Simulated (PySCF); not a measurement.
Al(Cl)(OH)(SiH3), SMILES [OH][Al]([SiH3])[Cl] (H4AlClOSi), singlet, PBE0/def2-SVP optimised geometry.

```
8

Al    -0.61     0.06     0.00
Cl    -1.77    -1.71     0.00
O     -1.42     1.56     0.00
H     -2.36     1.71     0.00
Si     1.82     0.06     0.00
H      2.33     0.75     1.23
H      2.33     0.80    -1.19
H      2.36    -1.33    -0.03
```

Density from PBE0/def2-TZVP in PySCF at that geometry.

Minimum of the electron density along straight lines between bonded atoms, close to the bond critical point (lines longer than 1.1 times the sum of covalent radii, or with two minima, are not listed):

```tsv
bond	length / Å	ρ at the minimum / e bohr⁻³	∇²ρ there / e bohr⁻⁵	position (fraction from the first atom)
Al1–Cl2	2.113	(withheld)	(withheld)	0.38
Al1–O3	1.697	0.110	0.80	0.43
O3–H4	0.959	0.356	-2.44	0.81
Al1–Si5	2.430	0.067	(withheld)	0.36
Si5–H6	1.497	0.116	0.16	0.49
Si5–H7	1.497	0.116	0.16	0.49
Si5–H8	1.495	0.117	0.16	0.49
```

**Question.** Complete the blanks.

**Answer.** 
- Al1–Cl2, ρ at the minimum / e bohr⁻³: 0.072
- Al1–Cl2, ∇²ρ there / e bohr⁻⁵: 0.30
- Al1–Si5, ∇²ρ there / e bohr⁻⁵: 0.01
